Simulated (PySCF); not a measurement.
**How methods differ on the ionisation energy of I**

I [Kr] 4d10 5s2 5p5 (2P) → I⁺ [Kr] 4d10 5s2 5p4 (3P), as a difference of total energies. All numbers are calculated (PySCF 2.14, scalar relativity by spin-free X2C-1e, in x2c-TZVPPall with one added diffuse shell each of s, p, d, f type (9s7p5d3f, 76 functions)). Correlated levels: valence: [Kr] 4d10 frozen. The calculations carry no spin-orbit coupling.

| method | ionisation energy (eV) | error (eV) |
| --- | --- | --- |
| UHF | 9.594 | -0.925 |
| MP2 (valence) | 10.302 | -0.217 |
| SCS-MP2 (valence) | 10.299 | -0.220 |
| CCSD (valence) | 10.326 | -0.193 |
| CCSD(T) (valence) | 10.362 | -0.157 |

Reference: 10.519 eV (measured; NIST levels, between the centres of gravity of the two terms).

Errors of the correlated levels include the incompleteness of this basis and the frozen core.
